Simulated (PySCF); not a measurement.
## Spinor energies of Re²⁹⁺ (rhenium, charge +29)

Start: [Kr] 4d10. Calculated with PySCF 2.14 in an uncontracted even-tempered set (17 s from 2.6 bohr⁻², ratio 2.8; 14 p from 3.4 bohr⁻², ratio 2.8; 10 d from 3.4 bohr⁻², ratio 2.8; 3 f from 17 bohr⁻², ratio 3): generalised Hartree-Fock with the X2C-1e Hamiltonian and a Gaussian nucleus; spin-orbit coupling (SO) screened by Boettger's factors.

```csv
spinor shell,electrons,"ε, screened SO (eV)",weight of nominal j (screened SO),"rms radius, screened SO (bohr)"
1s1/2,2,-73072.2,1.000,0.0204
2s1/2,2,-13668.1,1.000,0.0824
2p1/2,2,-13099.4,1.000,0.0700
2p3/2,4,-11655.4,1.000,0.0776
3s1/2,2,-4021.8,1.000,0.211
3p1/2,2,-3771.1,1.000,0.202
3p3/2,4,-3449.6,1.000,0.216
3d3/2,4,-3034.1,1.000,0.190
3d5/2,6,-2964.8,1.000,0.194
4s1/2,2,-1595.2,1.000,0.442
4p1/2,2,-1485.3,1.000,0.444
4p3/2,4,-1394.9,1.000,0.470
4d3/2,4,-1213.4,1.000,0.468
4d5/2,6,-1195.0,1.000,0.476
```

```json
{"quantity": "E (hartree)", "screened SO": "-16296.91042"}
{"quantity": "M_J", "screened SO": "0"}
{"quantity": "⟨J²⟩", "screened SO": "0.000"}
{"quantity": "⟨L²⟩", "screened SO": "0.088"}
{"quantity": "⟨S²⟩", "screened SO": "0.088"}
```

Breit and QED terms are absent; they matter most for the inner s and p1/2 levels.

Densities and radii are taken from the X2C orbitals without a picture-change correction, which distorts them close to the nucleus.
